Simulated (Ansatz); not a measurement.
Reactions of C3H7FSn (`C=[CH][SnH]([CH3])[F]`).

Gas-phase electronic energies from Ansatz, PBE0-D4/def2-TZVP geometries. CBS: MP2 limit from def2 TZ/QZ plus the TZ coupled-cluster correction, frozen cores. This one scheme is used for every species. Double bonds are as drawn, so ΔE can hold a change between cis and trans. def2 core potentials past Kr. For Br, In, Sn outer-core shells are correlated without core-valence functions, which leaves a few kJ/mol of doubt a bond. Scalar relativity is left out up to krypton. Each species was taken in one conformer, which may not be the lowest.

```csv
reaction,HF/CBS(def2) (kcal/mol)
`C=[CH][SnH]([CH3])[F]` + `O/C=C\F` → `CO/C=C/F` + `C=[CH][SnH2][F]`,18.0
`C=[CH][SnH]([CH3])[F]` + `[NH2][InH2]` → `C=C[NH][InH2]` + `[CH3][SnH2][F]`,3.8
`C=[CH][SnH]([CH3])[F]` + HBr → `[CH3][SnH]([F])[Br]` + `C=C`,-35.2
`C=[CH][SnH]([CH3])[F]` + `BN[SiH3]` → `BN([SiH3])C=C` + `[CH3][SnH2][F]`,8.2
`C=[CH][SnH]([CH3])[F]` + `[SiH3]B[SiH3]` → `C[SiH2]B[SiH3]` + `C=[CH][SnH2][F]`,-1.6
```

(1) Give the CCSD(T)/CBS values in the same order. (Estimate.)

Largest T1 diagnostic: 0.016, for `[NH2][InH2]`.

## Answers

(1) The calculation gave: 23.0, 6.8, -30.0, 8.7, 0.1 kcal/mol.
